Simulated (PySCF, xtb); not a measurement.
Si(F)(OH)2(SiH3) (FH₅O₂Si₂), SMILES F[Si]([SiH3])(O)O.

xtb 6.7.1 with GFN2-xTB at its own geometry gives an orbital gap of 5.03 eV and a dipole moment of 1.45 D.

Geometry: B3LYP-D3(BJ)/def2-SVP. This is a generated structure with no PubChem entry under its InChIKey; it may be hypothetical. One conformer was computed; it need not be the lowest.

### Question
What does PBE/def2-TZVP run with PySCF give? (The exact figures need the calculation; the answer reports its results.)

### Answer
gap 6.42 eV (levels -7.23 and -0.81 eV), dipole 1.35 D.
